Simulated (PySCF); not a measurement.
C₃H₈Si. Atoms are numbered in the order given.

```xyz
12

Si     0.4798    -0.4210     0.4387
C      1.9341     0.2530    -0.5569
C     -1.1484    -0.0898    -0.4312
C     -2.1336     0.6606     0.0811
H      0.6625    -1.8941     0.6251
H      0.4254     0.2240     1.7856
H      1.8431     1.3425    -0.6918
H      2.8899     0.0465    -0.0490
H      1.9734    -0.2120    -1.5553
H     -1.3049    -0.5281    -1.4273
H     -3.0712     0.8434    -0.4568
H     -2.0483     1.1283     1.0690
```
Charge 0, spin multiplicity 1.

The structure is a stationary point at B3LYP-D3(BJ)/def2-SVP. The values are those of a single conformer.

These are PBE0/def2-TZVP in PySCF values and carry that method's errors.

ESP charges are fitted to the potential on shells at 1.4 to 2.0 van der Waals radii. Atomic charges (e):

| atom | meta-Löwdin | Löwdin | ESP fit |
|---|---|---|---|
| Si1 | 0.63 | ___ | 0.58 |
| C2 | -0.60 | ___ | -0.67 |
| C3 | -0.35 | ___ | -0.28 |
| C4 | -0.22 | -0.22 | -0.41 |
| H5 | -0.11 | -0.03 | -0.15 |
| H6 | -0.11 | -0.03 | -0.13 |
| H7 | 0.13 | ___ | 0.18 |
| H8 | 0.13 | ___ | 0.17 |
| H9 | 0.13 | ___ | 0.17 |
| H10 | 0.12 | 0.14 | 0.16 |
| H11 | 0.12 | 0.12 | 0.19 |
| H12 | 0.12 | 0.12 | 0.18 |

Question: Complete the blanks. (The exact figures need the calculation; the answer reports its results.)

Answer: 
- Si1, Löwdin: 0.28
- C2, Löwdin: -0.47
- C3, Löwdin: -0.31
- H7, Löwdin: 0.13
- H8, Löwdin: 0.13
- H9, Löwdin: 0.13

Computed Mayer and Wiberg (Löwdin basis) orders of the bonds:
| bond | Mayer | Wiberg |
|---|---|---|
| Si1–C2 | 1.00 | 1.23 |
| Si1–C3 | 0.99 | 1.12 |
| C3–C4 | 1.94 | 2.23 |
| Si1–H5 | 0.95 | 0.91 |
| Si1–H6 | 0.95 | 0.91 |
| C2–H7 | 0.95 | 0.91 |
| C2–H8 | 0.95 | 0.90 |
| C2–H9 | 0.95 | 0.90 |
| C3–H10 | 0.93 | 0.84 |
| C4–H11 | 0.95 | 0.89 |
| C4–H12 | 0.95 | 0.89 |
